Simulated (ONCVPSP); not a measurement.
What one change does to a pseudopotential (cadmium, ONCV)

```json
{
 "Element": "cadmium (Cd)",
 "Generator": "ONCVPSP 4.0.1",
 "Type": "optimised norm-conserving Vanderbilt (ONCV)",
 "Functional": "LDA (Perdew-Wang 92)",
 "Relativity": "fully relativistic",
 "Frozen core": "[Ar] 3d10",
 "Valence charge": "20",
 "Reference configuration": "4s2 4p6 4d10 5s1.75 5p0.25",
 "Partial waves": "4s+5s: rc 1.55 bohr, ncon 4, nbas 7, qcut 8.5 1/bohr, 2 projectors; 4p+5p: rc 1.65 bohr, ncon 4, nbas 8, qcut 8.3 1/bohr, 3 projectors, debl 2.6 Ha; 4d: rc 1.20 bohr, ncon 3, nbas 7, qcut 8.2 1/bohr, 1 projector; f scattering state at 0.05 Ha: rc 1.75 bohr, ncon 3, nbas 7, qcut 6.1 1/bohr, 2 projectors, debl 1.3 Ha",
 "Local potential": "polynomial inside 1.05 bohr (lpopt 5, dvloc0 6 Ha)",
 "Core correction": "none"
}
```

Open shells are filled in proportion to 2j + 1.

Change: local potential polynomial inside 1.05 bohr (lpopt 5, dvloc0 -2 Ha).

Cutoffs: the cutoffs (Ha) at which the residual kinetic energy of the hardest occupied pseudo-wave falls to 1 and 0.1 mHa per electron; they do not see the model core or the augmentation charge, which bear on the density cutoff. Errors are all-electron minus pseudo energies relative to the spin-unpolarised reference configuration.

**Question.** How do hardness, ghosts and transferability respond?

**Answer.** The potential gets neither clearly harder nor softer (34 Ha and 115 Ha → 34 Ha and 115 Ha); the errors of the 3 common tests hardly move; the range in which the f7/2 phases agree narrows (upper end at the end of the scan → 3.3); the range in which the f5/2 phases agree narrows (upper end at the end of the scan → 3.3); neither file shows a bound ghost.

```csv
quantity,base,changed
"cutoff, loose",34 Ha,34 Ha
"cutoff, tight",115 Ha,115 Ha
bound ghosts,none,none
GHOST(+) flags under 300 eV,none,s at 184.2 eV
tests with a reliable result,3 of 4,3 of 4
"error for 4s2 4p6 4d10 5s2 5p0, meV [ΔE -1.16 eV]",0.0,0.0
"error for 4s2 4p6 4d10 5s1 5p0, meV [ΔE 8.46 eV]",0.0,0.0
"error for 4s2 4p6 4d10 5s0 5p2, meV [ΔE 8.73 eV]",-0.8,-0.7
s: phases at 1.58 bohr within 0.05 rad from the reference energy up to (Ha; the scan ends near 5),to the end of the scan,to the end of the scan
p3/2: phases at 1.68 bohr within 0.05 rad from the reference energy up to (Ha; the scan ends near 5),to the end of the scan,to the end of the scan
p1/2: phases at 1.68 bohr within 0.05 rad from the reference energy up to (Ha; the scan ends near 5),to the end of the scan,to the end of the scan
d5/2: phases at 1.22 bohr within 0.05 rad from the reference energy up to (Ha; the scan ends near 5),to the end of the scan,to the end of the scan
d3/2: phases at 1.22 bohr within 0.05 rad from the reference energy up to (Ha; the scan ends near 5),to the end of the scan,to the end of the scan
f7/2: phases at 1.78 bohr within 0.05 rad from the reference energy up to (Ha; the scan ends near 5),to the end of the scan,3.3
f5/2: phases at 1.78 bohr within 0.05 rad from the reference energy up to (Ha; the scan ends near 5),to the end of the scan,3.3
```
